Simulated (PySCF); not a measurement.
C3H5O, SMILES [C](CC)=O, multiplicity 2.

Geometry: PBE-D3(BJ)/def2-SVP. The isomer is the one that the SMILES or the coordinates give; other isomers of the formula were not compared. The values are those of a single conformer.

Calculation: PySCF with PBE/def2-TZVPD.

Gas-phase values at a fixed geometry.

```
Property                                                                                                        Result
---------------------------------------------------------------------------------------------  -----------------------
total energy                                                                                        -192.33296 hartree
α spin, highest occupied and lowest empty level                                                     -4.36 and -2.08 eV
β spin, highest occupied and lowest empty level                                                     -8.44 and -2.85 eV
dipole moment                                                                                                   2.60 D
quadrupole, principal values (traceless, Buckingham form, about the centre of nuclear charge)    -3.96, 0.62, 3.34 D·Å
mean static polarisability                                                                        45.5 bohr³ (6.75 Å³)
polarisability, principal values                                                                37.8, 44.1, 54.7 bohr³
⟨S²⟩                                                                                           0.752 (pure state 0.75)
```
